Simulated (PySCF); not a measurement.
WF₄, SMILES [F][W]([F])([F])[F] (connectivity only; charge and spin as stated), neutral, multiplicity 3.

The structure is a stationary point at PBE-D3(BJ)/def2-SVP. The multiplicity is an assumed one; other spin states were not compared. The def2 effective core potentials stand for the cores of W; spin–orbit coupling is left out.

Method: PBE-D3(BJ)/def2-SVP (PySCF).

Frequencies are harmonic and unscaled.

```tsv
mode	ν (cm⁻¹)	IR (km/mol)	moving atoms (share of kinetic energy)
1	68	10.5	F 75 %, W 25 %
2	91	0.0	F 100 %
3	122	16.0	F 86 %, W 14 %
4	178	16.7	F 88 %, W 12 %
5	282	0.0	F 100 %
6	544	11.1	F 96 %
7	666	173.5	F 85 %, W 15 %
8	690	188.5	F 82 %, W 18 %
9	699	0.0	F 100 %
```
